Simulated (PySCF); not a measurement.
# From computed data to an observable: dipole moment from atomic charges

SiFBr, SMILES F[Si]Br (connectivity only; charge and spin as stated), neutral, multiplicity 1. Atoms are numbered in the order given.

```xyz
3

Si     0.6562    -1.1578     0.0000
F     -0.7447    -1.9441     0.0000
Br    -0.0710     0.9630     0.0000
```

The structure is a stationary point at ωB97X-D3(BJ)/def2-TZVP.

Charges (e) from PySCF with ωB97X/def2-TZVPD:

```tsv
atom	ESP fit	IAO
Si1	0.225	0.775
F2	-0.132	-0.519
Br3	-0.093	-0.256
```

The dipole moment of the full density is 1.08 D.

Question: What dipole moment does each set of point charges give, and which comes closer to that of the density?

Answer: 
μ = Σ q r, and 1 e Å = 4.8032 D.
ESP fit: Σ q r = (0.253, -0.093, 0.000) e Å, |μ| = 1.29 D.
IAO: Σ q r = (0.913, -0.135, 0.000) e Å, |μ| = 4.43 D.
ESP fit comes closer in size. Point charges leave out the atoms' own dipoles (lone pairs, polarised bonds); fits to the potential absorb them, partitions of the density don't.
